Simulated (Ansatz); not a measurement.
Cartesian coordinates in Å:
```
In 0.031 -0.924 1.032
I -0.031 0.924 -1.032
```

Total charge 0; spin multiplicity 1. In, I: def2 effective core potential.

List the PBE0/def2-TZVPP orbital energies in eV (Ansatz). (An estimate is asked.)

The calculation gave: Occupied: -186.84, -132.66, -132.58, -132.58, -128.72, -85.04, -85.04, -84.88, -51.77, -51.74, -51.74, -51.67, -51.67, -21.64, -21.64, -21.57, -21.50, -21.50, -18.26, -10.32, -7.19, -7.19, -6.82. Lowest empty: -1.97, -1.97, -0.33, 2.04, 2.04, 2.20, 3.35, 4.03.
